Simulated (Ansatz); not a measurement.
Species: C2H8BN2, net charge 0, doublet state. SMILES: CCB([NH])N
Geometry: optimised at B3LYP-D3(BJ)/def2-TZVP (Ansatz, a program for electronic structure).

Property: enthalpy of formation at 298 K, in kcal/mol. Conventions: dispersion terms only where a functional's name holds one; spin-orbit terms left out; non-relativistic; frozen cores in correlated levels; 6-311+G** with 5d; six Cartesian d functions in 6-31G* and its kin unless marked 5d; UHF or UKS for open shells; LANL2DZ all-electron up to Ne. CBS marks a two-point X^-3 extrapolation of the correlation energy; Hartree-Fock from the larger set. First-principles rows: single points at B3LYP-D3(BJ) geometries (Ansatz), with unscaled harmonic terms from B3LYP/6-31G* (Ansatz) at its own minima, enthalpies of formation by atomisation with measured atoms.

Coupled cluster (Ansatz) is a level with limits of its own, used here on species with T1 under 0.025 (0.045 for open shells) and stable references: CCSD(T)/CBS(cc-pVTZ,cc-pVQZ).

Value to compare with, CCSD(T)/CBS(cc-pVTZ,cc-pVQZ) (Ansatz): -0.7 kcal/mol.

| level | program | enthalpy of formation at 298 K (kcal/mol) | difference |
|---|---|---|---|
| B3LYP/STO-3G | Ansatz | -193.8 | -193.1 |
| B3LYP/3-21G | Ansatz | 16.7 | 17.4 |
| B3LYP/LANL2DZ | Ansatz | 30.3 | 31.0 |
| B3LYP/6-31G | Ansatz | 25.3 | 26.0 |
| B3LYP/6-31G* | Ansatz | 0.6 | 1.3 |
| B3LYP/6-31+G* | Ansatz | 5.0 | 5.7 |
| B3LYP/6-31G** | Ansatz | -11.1 | -10.4 |
| B3LYP/def2-SVP | Ansatz | -11.6 | -10.9 |
| B3LYP/cc-pVDZ | Ansatz | 13.3 | 14.0 |
| B3LYP/6-311+G** | Ansatz | -0.9 | -0.2 |
| B3LYP/def2-TZVPD | Ansatz | -6.3 | -5.6 |

Among the 10 habitual levels, B3LYP/STO-3G lies farthest from CCSD(T)/CBS(cc-pVTZ,cc-pVQZ) (Ansatz) (-193.1 kcal/mol) and B3LYP/6-311+G** nearest (-0.2); 6 of 10 lie above it, and their mean absolute difference is 31.0 kcal/mol, the median 12.4. One case shows no general order.

The sets are all those run for this method; left out are runs that failed, that the program found above a lower state of the same kind, or whose <S^2> lies over 0.5 above the pure value.
